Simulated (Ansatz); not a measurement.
Total energies of Li₅H₅ (the lowest singlet isomer of a short search) from Ansatz at CCSD(T)/def2-TZVPP, gas phase (1 Eh = 27.2114 eV = 2625.5 kJ/mol). The reference geometry is relaxed at r2SCAN-D4/def2-TZVP.

Cartesian coordinates in Å:
```
Li -1.299 0.950 -0.293
Li 1.302 0.243 0.875
Li -0.370 -1.172 -1.082
Li 0.817 0.941 -1.570
Li -0.721 -1.053 1.986
H -1.412 -0.771 0.412
H -0.840 0.358 -1.952
H 0.817 -0.524 2.383
H 1.351 -0.624 -0.803
H 0.355 1.653 0.043
```

```json
{"state": "charge 0 singlet", "geometry": "reference", "energy (Eh)": "-40.57629"}
{"state": "charge 1 doublet", "geometry": "reference", "energy (Eh)": "-40.26049"}
{"state": "charge 0 triplet", "geometry": "relaxed at r2SCAN-D4/def2-TZVP", "energy (Eh)": "-40.47836"}
{"state": "charge 0 quintet", "geometry": "relaxed at r2SCAN-D4/def2-TZVP", "energy (Eh)": "-40.35630"}
{"state": "free Li atom (doublet)", "geometry": "–", "energy (Eh)": "-7.46805"}
{"state": "free H atom (doublet)", "geometry": "–", "energy (Eh)": "-0.49981"}
```

Correlated methods freeze no core orbitals; core or outer-core shells of Li are correlated, in sets that lack core-valence functions. In CCSD on the charge 1 doublet the largest single amplitude is 0.33, so its Hartree–Fock determinant may place the open shell otherwise than the density functionals do.

Work out the vertical ionisation energy to the doublet.

E(charge 1 doublet) − E(charge 0 singlet) = -40.26049 − (-40.57629) = 0.31580 Eh = 8.59 eV.

Which of the charge 0 states is lowest, and how far above it are the others?

The singlet. triplet: -40.47836 − (-40.57629) = 0.09793 Eh = 257.1 kJ/mol; quintet: -40.35630 − (-40.57629) = 0.21999 Eh = 577.6 kJ/mol. The triplet differs in its bonds from the reference. The quintet differs in its bonds from the reference.

What is the binding energy per atom against free atoms?

Atoms: 5 × (-7.46805) + 5 × (-0.49981) = -39.83930 Eh. Binding: -39.83930 − (-40.57629) = 0.73699 Eh = 20.05 eV, or 2.01 eV for each of 10 atoms (no zero-point energy, no counterpoise term).

At CCSD(T)/def2-TZVPP T1 of the charge 1 doublet is large (up to 0.056), so the single-reference result is doubtful. 

The structure comes from a short search, and lower isomers may exist.
